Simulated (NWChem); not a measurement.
# An input for [SiF5]− (SMILES F[Si-](F)(F)(F)F)

[SiF5]−: 6 atoms, total charge -1, spin state singlet. SMILES: `F[Si-](F)(F)(F)F`. The shape is that of a PBE0-D4/def2-TZVPD optimisation.

```
atom    x (Å)    y (Å)    z (Å)
   F  -0.7169  -1.1060   1.0235
  Si   0.0000   0.0000   0.0000
   F  -1.4667   0.5835  -0.3964
   F   0.6515  -1.2184  -0.8602
   F   0.7165   1.1058  -1.0240
   F   0.8155   0.6351   1.2570
```

Settings wanted:

| Setting | Value |
| --- | --- |
| task | gradient |
| method | HF |
| basis set | 3-21G |
| integral approximation | none |
| reference | RHF |
| relativity | none |
| SCF convergence threshold | 1e-08 |
| iteration cap | 80 |
| symmetry | none |
| module | scf |
| d and f functions | spherical |

Task: Give an NWChem 7.3.0 job that does this.

Result: One that was run (others would do as well):

run.nw:
```
start run
title "F5Si gradient"
memory total 2200 mb
charge -1
geometry units angstrom noautosym nocenter noautoz
F    -0.716900   -1.106000    1.023500
Si    0.000000    0.000000    0.000000
F    -1.466700    0.583500   -0.396400
F     0.651500   -1.218400   -0.860200
F     0.716500    1.105800   -1.024000
F     0.815500    0.635100    1.257000
end
basis spherical bse
* library 3-21G
end
scf
singlet
rhf
thresh 1e-08
maxiter 80
end
task scf gradient
```

```bash
$ nwchem run.nw > run.out
```

Calculated total energy: -782.28410 Eh, largest force 0.440 eV/Å. Without diffuse functions the anion is poorly described.
